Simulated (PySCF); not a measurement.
C3H10N2Si.
Atom-mapped SMILES: `[CH2:1]=[N:2][SiH2:3][N:4]([CH3:5])[CH3:6]` (hydrogens: H7, H8 on C1; H9, H10 on Si3; H11, H12, H13 on C5; H14, H15, H16 on C6)

All values: CAM-B3LYP/def2-SVPD (PySCF, non-relativistic), on one gas-phase PBE0-D3(BJ)/def2-SVP geometry that isn't relaxed in the solvent. The solvent is an IEF-PCM continuum (van der Waals radii × 1.2), and excitations are vertical TDDFT with non-equilibrium linear response and a frozen core. Specific hydrogen bonds and non-electrostatic terms are outside this model.

Gas-phase singlets (H = HOMO, L = LUMO):

```tsv
state	E (eV)	λ (nm)	f	leading configuration
S1	4.081	304	0.000	H-1→L 88%
S2	5.380	230	0.004	H→L 85%
S3	6.048	205	0.028	H→L+1 59%
S4	6.453	192	0.058	H→L+2 39%
S5	6.733	184	0.002	H-1→L+2 46%
```

Q: How does the list change in methanol (ε = 32.61)?

A: 
| state | E (eV) | λ (nm) | f | leading configuration | change by rank (eV) |
| --- | --- | --- | --- | --- | --- |
| S1 | 4.168 | 297 | 0.000 | H-1→L 88% | +0.087 |
| S2 | 5.401 | 230 | 0.005 | H→L 85% | +0.021 |
| S3 | 6.080 | 204 | 0.028 | H→L+1 58% | +0.032 |
| S4 | 6.453 | 192 | 0.074 | H→L+2 45% | 0.000 |
| S5 | 6.790 | 183 | 0.009 | H→L+3 30% | +0.057 |

Q: What are the lowest 5 singlets in water (ε = 78.36)?

A: 
| state | E (eV) | λ (nm) | f | leading configuration | change by rank (eV) |
| --- | --- | --- | --- | --- | --- |
| S1 | 4.171 | 297 | 0.000 | H-1→L 88% | +0.090 |
| S2 | 5.402 | 230 | 0.005 | H→L 85% | +0.022 |
| S3 | 6.082 | 204 | 0.028 | H→L+1 58% | +0.034 |
| S4 | 6.454 | 192 | 0.075 | H→L+2 45% | +0.001 |
| S5 | 6.792 | 183 | 0.010 | H→L+3 30% | +0.059 |

Q: The ground-state energy changes by -0.132 eV from gas to water. By how much does the total energy of gas-phase S1 change?

A: E(S1) = E(S0) + excitation energy, so it changes by -0.132 + 0.090 = -0.042 eV: it is lowered less than the ground state, which is what a blue shift means. This is the vertical state, with the slow part of the continuum still set for S0.

Q: How do the frontier levels move from gas to water?

A: 
```
orbital  gas (eV)  solvent (eV)  change (eV)                    Löwdin shares, gas                Löwdin shares, solvent
 LUMO+2      1.51          1.64        +0.13   C1 23 %, Si3 15 %, C6 10 %, H7 10 %   C1 19 %, Si3 17 %, C6 12 %, H10 9 %
 LUMO+1      1.40          1.47        +0.07   Si3 21 %, C6 14 %, C1 12 %, C5 10 %   Si3 25 %, C1 13 %, C5 11 %, C6 10 %
   LUMO      0.36          0.41        +0.05      C1 40 %, N2 34 %, H7 8 %, H8 7 %      C1 41 %, N2 33 %, H7 7 %, H8 7 %
   HOMO     -7.66         -7.64        +0.02      N4 52 %, C6 9 %, C5 8 %, Si3 7 %      N4 52 %, C6 9 %, C5 9 %, Si3 7 %
 HOMO-1     -8.47         -8.53        -0.06     N2 55 %, C1 16 %, Si3 9 %, H7 6 %     N2 54 %, C1 16 %, Si3 9 %, H7 7 %
 HOMO-2    -10.41        -10.43        -0.02   N2 23 %, Si3 21 %, H9 19 %, C1 18 %   N2 23 %, Si3 21 %, H9 19 %, C1 17 %
 HOMO-3    -11.08        -11.04        +0.04  N4 21 %, Si3 20 %, H10 14 %, C5 13 %  N4 22 %, Si3 19 %, H10 14 %, C5 14 %
```

The HOMO–LUMO gap goes from 8.03 to 8.05 eV.

The run took about 70 s of CPU time (one thread, shared machine). This is the whole response run at CAM-B3LYP/def2-SVPD in water, SCF included.

Conformer computed: `[CH2:1]=[N:2][SiH2:3][N:4]([CH3:5])[CH3:6]`: C1–N2–Si3–N4 -130°, N2–Si3–N4–C5 -49°.
